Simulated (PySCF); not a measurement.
Magnetic susceptibility: Cu(AsH3)(OH), AsCuH4O

Geometry:
```csv
atom,x (Å),y (Å),z (Å)
Cu1,-0.031,0.056,-1.066
As2,-0.068,0.085,1.175
H3,1.166,-0.023,1.993
H4,-0.791,-0.919,1.995
H5,-0.588,1.227,1.961
O6,-0.058,0.153,-2.807
H7,0.370,-0.577,-3.250
```

Method used: PySCF, GIAO CAM-B3LYP/def2-SVP (def2-TZVP on Cu) magnetisability, rotational g tensor and spin-rotation constants, non-relativistic, gas phase. Geometry: GFN2-xTB.

The calculation is non-relativistic, which matters for the atoms heavier than Zn.

(1) How diamagnetic is it, and how anisotropic?

(2) Split it along the inertial axes a, b, c into diamagnetic and paramagnetic parts about the centre of mass, with the quadrupole moment.

(3) And the rotational g tensor?

## Answers

(1) Isotropic -1108 × 10⁻³⁰ J/T², or -66.7 × 10⁻⁶ cm³/mol; principal values -1121, -1110, -1092 × 10⁻³⁰ J/T², anisotropy 26 × 10⁻³⁰ J/T² (root of half the summed squared differences of the principal values). The susceptibility is in cgs units.

(2) 
```tsv
axis	χ (10⁻⁶ cm³/mol)	diamagnetic (10⁻⁶ cm³/mol)	paramagnetic (10⁻⁶ cm³/mol)	summed x² of all electrons (Å²)	quadrupole Θ (D Å)
a	-67.5	-88.8	21.3	171.4	-6.91
b	-65.8	-770.8	705.0	10.6	+4.60
c	-66.9	-772.2	705.3	10.3	+2.31
```
Anisotropies 2χaa − χbb − χcc = -2.4 and 2χbb − χaa − χcc = +2.8 × 10⁻⁶ cm³/mol. Θ is traceless in Buckingham's convention.

(3) 
```tsv
axis	rotational constant (GHz)	g	nuclear part	electronic part
a	93.4474	+0.0483	0.9841	-0.9358
b	1.5644	-0.0054	0.5127	-0.5181
c	1.5608	-0.0037	0.5135	-0.5172
```
Asymmetric top; isotopes 75As, 63Cu, 1H, 16O; no vibrational averaging.
